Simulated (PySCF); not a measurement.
H3O2, SMILES [OH2+]O, charge +1. Geometry optimised at B3LYP-D3(BJ)/def2-TZVP. The isomer is the one that the SMILES or the coordinates give; other isomers of the formula were not compared.

Level of theory: B3LYP-D3(BJ)/def2-TZVP (PySCF 2.14.0).

Harmonic wavenumbers (cm⁻¹): 429, 867, 1011, 1161, 1463, 1629, 3485, 3555, 3593. Rotational constants (GHz): 196.0, 23.94, 23.84; symmetry number 1.

### Question
Work out the zero-point energy and the ideal-gas rigid-rotor harmonic-oscillator thermochemistry at 298.15 K and 1 atm.

### Answer
ZPE = ½ Σ hcν = ½ × 17194 cm⁻¹ = 24.58 kcal/mol. H − E(el) = 27.20 kcal/mol. Entropy in cal/(mol K): translation 36.59, rotation 18.60, vibration 1.18, total 56.37. G − E(el) = 10.40 kcal/mol. Cp = 10.63 cal/(mol K).
